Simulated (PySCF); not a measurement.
**How methods differ on the ionisation energy of Br(2+)**

Br(2+) [Ar] 3d10 4s2 4p3 (4S) → Br(3+) [Ar] 3d10 4s2 4p2 (3P), as a difference of total energies. Computed with PySCF 2.14 in aug-cc-pVTZ-DK (7s6p4d2f, 59 functions), with the spin-free X2C one-electron Hamiltonian (Gaussian nucleus). Correlated levels: valence: [Ar] 3d10 frozen. The calculations carry no spin-orbit coupling.

```csv
method,ionisation energy (eV)
UHF,34.655
MP2 (valence),35.177
SCS-MP2 (valence),35.022
CCSD (valence),35.142
CCSD(T) (valence),35.167
```

**Question.** How much does correlation contribute at CCSD(T) (valence)?

**Answer.** 35.167 − (34.655) = 0.512 eV, measured against UHF.

The reference lies between the lowest fine-structure levels, while these numbers refer to the centres of the terms.

Errors of the correlated levels include the incompleteness of this basis and the frozen core.

For comparison: 34.871 ± 0.019 eV (measured; NIST Atomic Spectra Database, ionization energies).
